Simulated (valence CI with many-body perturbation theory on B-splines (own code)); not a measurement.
**Ladder of approximations for Mo XXXVIII**

Computed by valence CI with perturbative core correlation (CI+MBPT): three valence electrons over a frozen Dirac-Fock core [He], a basis of 11 s, 11 p, 9 d, 7 f, 5 g, 2 h, 1 i functions for each j, with the one-electron correlation potential Σ1, the two-electron term Σ2, the three-electron term Σ3, Breit, model QED; selected CI, second order for the rest (own B-spline code, finite nucleus).

No measured spectrum was set against this ion. As an estimate, large intervals hold to a few tenths of a per cent, small ones and those within an open d or f shell to about a per cent.

Each rung adds one term. CI alone is the Dirac-Coulomb CI over the frozen core; QED comes last and gives the full result, which names the levels. Energies are above (2s^2 2p1/2) J=1/2 on the same rung, in × 10³ cm⁻¹.

Levels are named by their leading jj configuration (3d3/2^4 stands for four electrons in 3d with j = 3/2), which in mixed levels can hold well under half, so a name can repeat and another be missing. Letters in brackets count levels of one name in rising energy.

```tsv
Level	CI alone
(2s 2p1/2^2) J=1/2	896.08
(2s^2 2p3/2) J=3/2	982.32
(2s 2p1/2 2p3/2) J=3/2 [a]	1623.0
(2s 2p1/2 2p3/2) J=5/2	1824.7
(2s 2p1/2 2p3/2) J=3/2 [b]	2130.4
(2s 2p1/2 2p3/2) J=1/2	2164.4
(2s 2p3/2^2) J=5/2	2765.6
(2p1/2^2 2p3/2) J=3/2	3139.8
(2s 2p3/2^2) J=1/2	3191.7
(2s 2p3/2^2) J=3/2	3213.8
(2p1/2 2p3/2^2) J=3/2	3948.9
(2p1/2 2p3/2^2) J=5/2	4087.2
(2p1/2 2p3/2^2) J=1/2	4303.1
(2p3/2^3) J=3/2	5142.7
(2s^2 3s) J=1/2	23900
(2s^2 3p1/2) J=1/2	24228
```

(1) What do these energies become with core correlation, Breit and QED?

(2) How does the ionisation energy move along the ladder, and which term matters most?

## Answers

(1) (2s 2p1/2^2) J=1/2 895.33 (-0.76); (2s^2 2p3/2) J=3/2 963.88 (-18.43); (2s 2p1/2 2p3/2) J=3/2 [a] 1605.7 (-17.32); (2s 2p1/2 2p3/2) J=5/2 1792.4 (-32.34); (2s 2p1/2 2p3/2) J=3/2 [b] 2104.1 (-26.31); (2s 2p1/2 2p3/2) J=1/2 2147.2 (-17.18); (2s 2p3/2^2) J=5/2 2723.6 (-42.03); (2p1/2^2 2p3/2) J=3/2 3114.8 (-24.94); (2s 2p3/2^2) J=1/2 3162.6 (-29.04); (2s 2p3/2^2) J=3/2 3172.3 (-41.44); (2p1/2 2p3/2^2) J=3/2 3908.6 (-40.30); (2p1/2 2p3/2^2) J=5/2 4032.9 (-54.38); (2p1/2 2p3/2^2) J=1/2 4267.9 (-35.14); (2p3/2^3) J=3/2 5084.9 (-57.80); (2s^2 3s) J=1/2 23874 (-26.17); (2s^2 3p1/2) J=1/2 24202 (-26.36).

(2) CI alone 5293.2, + Σ1 5293.6, + Σ2 5293.5, + Σ3 5293.4, + Breit 5288.5, + QED 5288.6 eV. The largest step is Breit, -5.0 eV. NIST lists 5287 ± 4 eV (semi-empirical).
